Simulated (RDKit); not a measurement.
Job for RDKit: MMFF94 on C2H6 (SMILES CC).

```python
from rdkit import Chem
from rdkit.Chem import AllChem, rdDetermineBonds

blocks = [
'''8

C    -0.32389045    0.76152648    0.02995093
C     0.17250439   -0.68025569   -0.03513193
H    -1.38508647    0.82556823   -0.22077932
H     0.21784977    1.39717296   -0.67362249
H    -0.18876006    1.17461843    1.03010020
H    -0.37524208   -1.31987335    0.66023688
H     1.23129391   -0.74609672    0.22391188
H     0.05062839   -1.10329221   -1.03455325
''',
]
mol = None
for b in blocks:
    f = Chem.MolFromXYZBlock(b)
    rdDetermineBonds.DetermineBonds(f, charge=0)
    mol = f if mol is None else Chem.CombineMols(mol, f)
Chem.SanitizeMol(mol)
print(Chem.MolToSmiles(Chem.RemoveHs(mol)))
ff = AllChem.MMFFGetMoleculeForceField(mol, AllChem.MMFFGetMoleculeProperties(mol), nonBondedThresh=100.0, ignoreInterfragInteractions=False)
e = ff.CalcEnergy()
print(f'MMFF94 energy {e:.6f} kcal/mol')
```

Program output:

```
CC
MMFF94 energy -4.541297 kcal/mol
```

The run finished.

Cost: around 0.05 core-seconds (rough).
